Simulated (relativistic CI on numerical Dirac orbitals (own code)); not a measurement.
# Calculated levels, Hg XXIV

These numbers are calculated, not measured: Dirac-Coulomb-Breit CI, KLI orbitals optimised for each configuration, a model potential for QED, unscaled Slater integrals (own radial code, finite nucleus).

Configuration list (outside the closed core [Ar] 3d10): 4s2 4p6 4d10 4f11, 4s2 4p6 4d10 4f10 5s, 4s2 4p6 4d10 4f9 5s2, 4s2 4p6 4d10 4f10 5p, 4s2 4p6 4d10 4f9 5s 5p, 4s2 4p6 4d9 4f12, 4s2 4p6 4d10 4f9 5p2, 4s2 4p6 4d10 4f10 5d, 4s2 4p6 4d8 4f13, 4s2 4p6 4d9 4f10 5s2, 4s2 4p5 4d10 4f12, 4s2 4p6 4d9 4f11 5s, 4s2 4p6 4d10 4f10 6s, 4s 4p6 4d10 4f12, 4s2 4p4 4d10 4f13, 4s2 4p5 4d9 4f13, 4p6 4d10 4f13, 4s 4p6 4d9 4f13, 4s 4p6 4d10 4f11 5s, 4s 4p5 4d10 4f13. Levels of other configurations are missing.

The lowest level is 4s2 4p6 4d10 4f11 4I°_15/2, with 92 % of that term; Hund's rules for 4s2 4p6 4d10 4f11 give 4I° with J = 15/2, in agreement.

```csv
No.,Configuration,Term,J,E (cm⁻¹),%,Next component (%),jj configuration (%)
1,4s2 4p6 4d10 4f11,4I°,15/2,0,92,8 2K°,4f7/2^5 (85)
2,4s2 4p6 4d10 4f11,2G°,9/2,27514,40,36 4F°,4f7/2^5 (95)
3,4s2 4p6 4d10 4f11,4I°,13/2,30683,98,2 2K°,4f5/2^5 4f7/2^6 (95)
4,4s2 4p6 4d10 4f11,2H°,11/2,31186,53,29 4I°,4f7/2^5 (70)
5,4s2 4p6 4d10 4f11,2P°,3/2,41401,35,31 4S°,4f7/2^5 (92)
6,4s2 4p6 4d10 4f11,4I°,9/2,52226,39,32 4F°,4f5/2^5 4f7/2^6 (87)
7,4s2 4p6 4d10 4f11,4I°,11/2,59173,50,45 4G°,4f5/2^5 4f7/2^6 (45)
8,4s2 4p6 4d10 4f11,4F°,5/2,61628,51,42 2D°,4f7/2^5 (52)
9,4s2 4p6 4d10 4f11,4F°,7/2,62529,83,15 2G°,4f5/2^5 4f7/2^6 (91)
10,4s2 4p6 4d10 4f11,4S°,3/2,66130,44,31 4F°,4f5/2^5 4f7/2^6 (93)
11,4s2 4p6 4d10 4f11,2K°,15/2,74186,82,10 2L°,4f5/2^5 4f7/2^6 (76)
12,4s2 4p6 4d10 4f11,2G°,7/2,75294,38,33 4G°,4f7/2^5 (52)
13,4s2 4p6 4d10 4f11,4G°,9/2,75975,46,23 4F°,4f5/2^5 4f7/2^6 (79)
14,4s2 4p6 4d10 4f11,2H°,11/2,81337,49,31 4G°,4f5/2^4 4f7/2^7 (61)
15,4s2 4p6 4d10 4f11,2P°,1/2,88232,89,11 4D°,4f5/2^5 4f7/2^6 (95)
16,4s2 4p6 4d10 4f11,4G°,9/2,88810,41,33 4I°,4f5/2^4 4f7/2^7 (62)
17,4s2 4p6 4d10 4f11,2D°,5/2,91191,43,29 4D°,4f5/2^5 4f7/2^6 (51)
18,4s2 4p6 4d10 4f11,2K°,13/2,92893,67,32 2I°,4f5/2^5 4f7/2^6 (80)
19,4s2 4p6 4d10 4f11,4F°,3/2,94626,38,17 2D°,4f5/2^4 4f7/2^7 (47)
20,4s2 4p6 4d10 4f11,4G°,5/2,99104,46,23 2D°,4f5/2^5 4f7/2^6 (79)
21,4s2 4p6 4d10 4f11,4D°,7/2,103704,67,20 2G°,4f5/2^5 4f7/2^6 (52)
22,4s2 4p6 4d10 4f11,2I°,11/2,105443,58,36 2H°,4f5/2^5 4f7/2^6 (89)
23,4s2 4p6 4d10 4f11,2L°,17/2,109409,100,,4f5/2^5 4f7/2^6 (100)
24,4s2 4p6 4d10 4f11,4G°,7/2,109454,54,27 2G°,4f5/2^4 4f7/2^7 (78)
25,4s2 4p6 4d10 4f11,2D°,5/2,110924,46,26 4G°,4f5/2^4 4f7/2^7 (83)
26,4s2 4p6 4d10 4f11,4D°,3/2,119786,42,28 2D°,4f5/2^4 4f7/2^7 (51)
27,4s2 4p6 4d10 4f11,2H°,9/2,122925,61,27 2G°,4f5/2^3 4f7/2^8 (42)
28,4s2 4p6 4d10 4f11,2I°,13/2,123143,68,31 2K°,4f5/2^4 4f7/2^7 (75)
29,4s2 4p6 4d10 4f11,2H°,9/2,130378,74,12 2G°,4f5/2^5 4f7/2^6 (49)
30,4s2 4p6 4d10 4f11,2D°,3/2,130462,41,23 2P°,4f5/2^4 4f7/2^7 (75)
31,4s2 4p6 4d10 4f11,2L°,15/2,139184,89,10 2K°,4f5/2^4 4f7/2^7 (91)
32,4s2 4p6 4d10 4f11,4D°,5/2,140966,48,28 2D°,4f5/2^4 4f7/2^7 (85)
33,4s2 4p6 4d10 4f11,4D°,1/2,141506,89,11 2P°,4f5/2^4 4f7/2^7 (95)
34,4s2 4p6 4d10 4f11,2H°,11/2,146672,57,40 2I°,4f5/2^4 4f7/2^7 (96)
35,4s2 4p6 4d10 4f11,2F°,7/2,146697,70,11 4G°,4f5/2^4 4f7/2^7 (76)
36,4s2 4p6 4d10 4f11,2G°,7/2,166615,90,9 2F°,4f5/2^5 4f7/2^6 (83)
37,4s2 4p6 4d10 4f11,2D°,3/2,170140,63,25 4D°,4f5/2^3 4f7/2^8 (77)
38,4s2 4p6 4d10 4f11,2F°,5/2,183108,69,17 2D°,4f5/2^3 4f7/2^8 (65)
39,4s2 4p6 4d10 4f11,2G°,9/2,187608,90,9 2H°,4f5/2^4 4f7/2^7 (74)
40,4s2 4p6 4d10 4f11,2F°,5/2,229925,96,2 4G°,4f5/2^5 4f7/2^6 (70)
41,4s2 4p6 4d10 4f11,2F°,7/2,249312,93,5 2G°,4f5/2^4 4f7/2^7 (86)
42,4f10(5I) 5s,6I,17/2,472964,82,16 4K,4f7/2^4 5s (74)
43,4f10(5I) 5s,6I,15/2,488409,49,31 4I,4f7/2^4 5s (63)
44,4f10(5I) 5s,6I,13/2,509380,77,8 4I,4f5/2^5 4f7/2^5 5s (62)
45,4f10(5I) 5s,4I,15/2,509831,44,42 6I,4f5/2^5 4f7/2^5 5s (68)
```

Energies count from the lowest computed level; ° marks odd parity. Percentages are summed over parent terms; the parents shown are those of the largest component, closed shells are left out there. Filled j subshells are mostly left out of the jj labels.

The mean weight of the leading LS term, summed over parents, in these 45 levels is 63 %, and that of the leading jj configuration (from the same eigenvectors) 74 %, so jj coupling describes them better and the LS labels are nominal.

At this charge transitions that keep the count of f electrons are usually good to a few per cent. Terms inside the open d or f shell come out 10 to 20 % too wide with unscaled integrals. Levels that differ in their count of f electrons can be misplaced by several ten thousand cm⁻¹, since the correlation energy of f electrons is missing or only estimated; rates across such gaps can be off by orders of magnitude.

LS names give the leading component of a level, which can be under half, so a name can repeat, a term be missing and a line seem to break the LS rules.
